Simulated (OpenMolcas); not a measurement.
## Multiconfigurational calculation on Xe⁶⁺

Input:

```
&GATEWAY
Coord
1

Xe 0.0 0.0 0.0
Basis=ANO-RCC
Group=XYZ
NoMove
AngMom=0.0 0.0 0.0
AMFI
&SEWARD
* reference wave functions (RASSCF and RASSI steps not shown): 2 electrons in 9 orbitals (RAS2 5s 5p; RAS3 5d, at most 2 electrons)
>>> COPY JOB001 $Project.JobIph
&CASPT2
Multistate=3 1 2 3
Frozen=9 9
IPEA=0.25
Imaginary=0.1
MaxIter=60
WThr=0.0 0.3 0.05
PrWF=0.5
NoMix
>>> COPY JOB002 $Project.JobIph
&CASPT2
Multistate=7 1 2 3 4 5 6 7
Frozen=9 9
IPEA=0.25
Imaginary=0.1
MaxIter=60
WThr=0.0 0.3 0.05
PrWF=0.5
NoMix
>>> COPY JOB003 $Project.JobIph
&CASPT2
Multistate=3 1 2 3
Frozen=9 9
IPEA=0.25
Imaginary=0.1
MaxIter=60
WThr=0.0 0.3 0.05
PrWF=0.5
NoMix
...
```

Launched by
```bash
OMP_NUM_THREADS=1 MOLCAS_MEM=2252 MOLCAS_PROJECT=a pymolcas a.inp > a.log  # once for each step of the input, in one work folder
```

Output, cut to the results:

```
--- CASPT2 ---
Orbital specifications:
      -----------------------

      Symmetry species                           1   2
                                                ag  au
      Frozen orbitals                            9   9
      Inactive orbitals                          5   0
      Active orbitals                            6   3
      Secondary orbitals                        57  50
      Deleted orbitals                           0   0
      Number of basis functions                 77  62
Type of calculation                        MS-CASPT2
      Fock operator                              state-specific
      IPEA shift                                 0.25
      Real shift                                 0.00
      Imaginary shift                            0.10
      The input orbitals will be transformed to quasi-canonical
Reference energy:       -7432.2735856048
      E2 (Non-variational):      -0.4649582386
      Shift correction:          -0.0000658373
      E2 (Variational):          -0.4650240759
      Total energy:           -7432.7386096807
      Residual norm:              0.0000007421
      Reference weight:           0.95271
      Contributions to the CASPT2 correlation energy
      Active & Virtual Only:         -0.0011885823
      One Inactive Excited:          -0.0971887719
      Two Inactive Excited:          -0.3665808844
Reference energy:       -7432.2735856048
      E2 (Non-variational):      -0.4649582297
      Shift correction:          -0.0000658373
      E2 (Variational):          -0.4650240671
      Total energy:           -7432.7386096718
      Residual norm:              0.0000007421
      Reference weight:           0.95271
      Contributions to the CASPT2 correlation energy
      Active & Virtual Only:         -0.0011885822
      One Inactive Excited:          -0.0971887631
      Two Inactive Excited:          -0.3665808844
::    CASPT2 Root  1     Total energy:  -7432.73860968
::    CASPT2 Root  2     Total energy:  -7432.73860967
::    CASPT2 Root  3     Total energy:  -7432.73860967
::    MS-CASPT2 Root  1     Total energy:  -7432.73860968
::    MS-CASPT2 Root  2     Total energy:  -7432.73860967
::    MS-CASPT2 Root  3     Total energy:  -7432.73860967
--- CASPT2 ---
Orbital specifications:
      -----------------------

      Symmetry species                           1   2
                                                ag  au
      Frozen orbitals                            9   9
      Inactive orbitals                          5   0
      Active orbitals                            6   3
      Secondary orbitals                        57  50
      Deleted orbitals                           0   0
      Number of basis functions                 77  62
Type of calculation                        MS-CASPT2
      Fock operator                              state-specific
      IPEA shift                                 0.25
      Real shift                                 0.00
      Imaginary shift                            0.10
      The input orbitals will be transformed to quasi-canonical
Reference energy:       -7433.3521644475
      E2 (Non-variational):      -0.4784593106
      Shift correction:          -0.0000615577
      E2 (Variational):          -0.4785208683
      Total energy:           -7433.8306853158
      Residual norm:              0.0000005692
      Reference weight:           0.95271
      Contributions to the CASPT2 correlation energy
      Active & Virtual Only:         -0.0046527383
      One Inactive Excited:          -0.1069329537
      Two Inactive Excited:          -0.3668736186
Reference energy:       -7432.2847513468
      E2 (Non-variational):      -0.4429596486
      Shift correction:          -0.0000610036
      E2 (Variational):          -0.4430206522
      Total energy:           -7432.7277719990
      Residual norm:              0.0000000647
      Reference weight:           0.95652
      Contributions to the CASPT2 correlation energy
      Active & Virtual Only:         -0.0019214392
      One Inactive Excited:          -0.0748773178
      Two Inactive Excited:          -0.3661608916
::    CASPT2 Root  1     Total energy:  -7433.83068532
::    CASPT2 Root  2     Total energy:  -7432.72777200
::    CASPT2 Root  3     Total energy:  -7432.72777033
::    CASPT2 Root  4     Total energy:  -7432.72776351
::    CASPT2 Root  5     Total energy:  -7432.72776457
::    CASPT2 Root  6     Total energy:  -7432.72774662
::    CASPT2 Root  7     Total energy:  -7432.60189606
::    MS-CASPT2 Root  1     Total energy:  -7433.83319147
::    MS-CASPT2 Root  2     Total energy:  -7432.72786718
::    MS-CASPT2 Root  3     Total energy:  -7432.72780798
::    MS-CASPT2 Root  4     Total energy:  -7432.72777223
::    MS-CASPT2 Root  5     Total energy:  -7432.72771144
::    MS-CASPT2 Root  6     Total energy:  -7432.72765976
::    MS-CASPT2 Root  7     Total energy:  -7432.59938835
--- CASPT2 ---
Orbital specifications:
      -----------------------

      Symmetry species                           1   2
                                                ag  au
      Frozen orbitals                            9   9
      Inactive orbitals                          5   0
      Active orbitals                            6   3
      Secondary orbitals                        57  50
      Deleted orbitals                           0   0
      Number of basis functions                 77  62
Type of calculation                        MS-CASPT2
      Fock operator                              state-specific
      IPEA shift                                 0.25
      Real shift                                 0.00
      Imaginary shift                            0.10
      The input orbitals will be transformed to quasi-canonical
Reference energy:       -7432.8906402571
      E2 (Non-variational):      -0.4500527295
      Shift correction:          -0.0000531131
      E2 (Variational):          -0.4501058426
...
```

Levels above the lowest, from the spin-orbit matrix with the single-state CASPT2 energies, averaged by term, on its diagonal:

```tsv
Configuration	Term	J	E (cm-1)	Measured (cm-1)	g	Term weight %	Second
5s2	1S	0	0.0	0.0		100	
5s 5p	3P*	0	97264	96141		100	
5s 5p	3P*	1	101161	100451	1.486	97	3 1P*
5s 5p	3P*	2	112694	113676	1.501	100	
5s 5p	1P*	1	141436	143259	1.016	97	3 3P*
5p2	3P	0	225342	223673		91	9 1S
5p2	3P	1	234696	234685	1.501	100	
5p2	1D	2	236863	236100	1.200	60	40 3P
5p2	3P	2	249934	251853	1.301	60	40 1D
```

Against the 8 measured excited levels shown (Saloman, J. Phys. Chem. Ref. Data 33, 765 (2004)) the mean absolute deviation is 1100 cm-1; the largest miss in energy is 5p2 3P2 [60 %]: computed 249934, measured 251853 cm-1 (-0.8 %), and the largest in proportion 5s 5p 1P* 1 (-1.3 %).

Active for correlation alone: 5d; no level in the range computed is led by a configuration that fills it, so any true level of that kind is missing. Some terms mix strongly with configurations of 5d, whose occupation reaches 0.19 (5p2 1D). Measured partners are found by configuration, term and J. A level has none where our copy of the source lacks it or the pairing is in doubt (some pairs that miss far off the trend of their configuration count as doubtful), and it then counts in no deviation. Only configurations of the active space appear. The first state left out of the spin-orbit step lies near 320000 cm-1 above the lowest spin-free state of the reference (among the parities and spins computed), and the list stops at four fifths of that energy or lower.

The CASPT2 steps took 23 s on 1 thread of Arm Neoverse V2 (shared host); the integral step is not counted.

The term weight is that of the spin-free term in the level, not the purity of its configuration. A share in square brackets marks a mixed level and gives the weight of the term that names it. * marks odd parity.
